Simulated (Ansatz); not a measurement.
`C[NH][Al]([F])[Br]` → `[F][AlH][Br]` + `C=N` at 500 K and 1 bar (β-hydride elimination).

Calculated with Ansatz (gas phase, PBE0-D4/def2-TZVP geometries, no zero-point term in ΔE). CCSD(T)/CBS adds triple-zeta CCSD(T) − MP2 to the extrapolated MP2 energy (def2 sets, frozen cores). This one scheme is used for every species. For Br outer-core shells are correlated without core-valence functions, which leaves a few kJ/mol of doubt a bond. Scalar relativity is left out up to krypton. One conformer a species, not always the lowest.

| species | CCSD(T)/CBS energy (Eh) | H − E (kJ/mol) | S (J/(mol·K)) |
| --- | --- | --- | --- |
| `C[NH][Al]([F])[Br]` | -3010.47210 | 198.3 | 422.7 |
| `[F][AlH][Br]` | -2915.86674 | 53.8 | 327.2 |
| `C=N` | -94.52360 | 124.2 | 249.5 |

H − E and S are ideal-gas, rigid-rotor, harmonic terms from PBE0-D4/def2-TZVP, for one conformer and one mirror image of each species. 1 Eh = 2625.50 kJ/mol, R = 8.31446 J/(mol·K).

**Question.** By hand: ΔE, ΔH, ΔS and ΔG.

**Answer.** ΔE = (-2915.86674) + (-94.52360) − (-3010.47210) = 0.08176 Eh = 214.7 kJ/mol. Δ(H − E) = 53.8 + 124.2 − 198.3 = -20.3, so ΔH = 194.4 kJ/mol. ΔS = 327.2 + 249.5 − 422.7 = 154.0 J/(mol·K). ΔG = 194.4 − 500 × (154.0)/1000 = 117.4 kJ/mol.

**Question.** By hand: the equilibrium constant, and the temperature at which ΔG would vanish if ΔH and ΔS stayed fixed.

**Answer.** log₁₀ K = −ΔG/(RT ln 10) = -12.3. ΔG = 0 at ΔH/ΔS = 1262 K.

The number of gas molecules changes by +1, which sets the sign of ΔS. A doubt of 5 kJ/mol in ΔE shifts log₁₀ K by 0.5 here. Other conformers and mirror images would add mixing entropy, several J/(mol·K) or more a flexible species. These are equilibria of isolated gas molecules and say nothing of rates. Largest T1 diagnostic: 0.012 (customary marks: 0.02 for closed shells, 0.045 for open ones).
